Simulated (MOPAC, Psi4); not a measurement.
Interaction energy of C2H6O ··· CH4S (SMILES COC and CS). Monomers: optimised at B3LYP-D3(BJ) (def2-TZVP), held rigid. Orientation: lowest of the rigid-body minima from ten starts at GFN2-xTB. Only R, the distance of the centres of mass, is varied, so the lowest point isn't the relaxed dimer. The table gives interaction energies.

```
R / Å       A      B      C
-----  ------  -----  -----
3.16    11.09  35.14  47.31
3.37   -10.14   8.11  16.66
3.59   -15.16  -3.74   2.19
3.77   -14.33  -7.32  -2.77
3.98   -11.75  -8.23  -4.74
4.19    -9.07  -7.63  -4.83
4.49    -6.16  -6.02  -3.91
4.75    -4.57  -4.66  -3.00
5.26    -2.84  -2.70  -1.76
5.93    -1.71  -1.32  -1.01
6.94    -0.90  -0.55  -0.54
8.29    -0.45  -0.25  -0.27
```

Energies in kJ/mol.

Problem. Assign the columns to these levels of theory: Psi4 with B3LYP/def2-TZVP, counterpoise-corrected; PBE/def2-TZVP, counterpoise-corrected (Psi4); PM6, restricted, heats of formation (MOPAC).

Solution. A is PM6; B is PBE/def2-TZVP; C is B3LYP/def2-TZVP.
